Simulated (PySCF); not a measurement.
**Polarisability and C₆ of Hg (mercury, neutral)**

[Xe] 4f14 5d9 6s2 6p1, one real determinant (an excited configuration). Calculation: PySCF 2.14, in aug-cc-pVTZ-PP with one added diffuse shell each of s, p, d, f, g type with ECP60MDF (7s7p6d4f3g, 113 functions); scalar relativity through the core potential. Coupled (time-dependent) response in atomic units; α is the mean over directions.

| method | mean α (bohr³) | α xx, yy, zz | C₆ (like pair) | S(−4) |
| --- | --- | --- | --- | --- |
| wB97X-V | 67.30 | 51.73, 51.73, 98.45 | 733.8 | 2700 |

S(−4) is the Cauchy moment in α(ω) = α(0) + S(−4) ω² + …

Spin-orbit coupling is absent.

α(iu) at wB97X-V:

```json
{"u (hartree)": "0", "α(iu) (bohr³)": "67.30"}
{"u (hartree)": "0.0500", "α(iu) (bohr³)": "61.51"}
{"u (hartree)": "0.100", "α(iu) (bohr³)": "50.68"}
{"u (hartree)": "0.200", "α(iu) (bohr³)": "33.67"}
{"u (hartree)": "0.300", "α(iu) (bohr³)": "23.86"}
{"u (hartree)": "0.500", "α(iu) (bohr³)": "14.21"}
{"u (hartree)": "0.750", "α(iu) (bohr³)": "9.072"}
{"u (hartree)": "1.00", "α(iu) (bohr³)": "6.520"}
{"u (hartree)": "1.50", "α(iu) (bohr³)": "3.999"}
{"u (hartree)": "2.00", "α(iu) (bohr³)": "2.751"}
{"u (hartree)": "3.00", "α(iu) (bohr³)": "1.542"}
{"u (hartree)": "5.00", "α(iu) (bohr³)": "0.6772"}
```

A single London oscillator, α(iu) = α/(1 + u²/ω²), gives C₆ = (3/4) ω α². Matching the computed C₆ needs ω = 4 × 733.8 / (3 × 67.30²) = 0.216 hartree.

The components differ because the open shell of this determinant is not spherical; for a pure term their mean is the scalar polarisability.

⟨L²⟩ = 8.00 against 12 for a pure F term, so this real determinant mixes terms. Energies and moments cover only the electrons outside the core potential. Spin-orbit coupling, absent here, splits the open shell strongly.
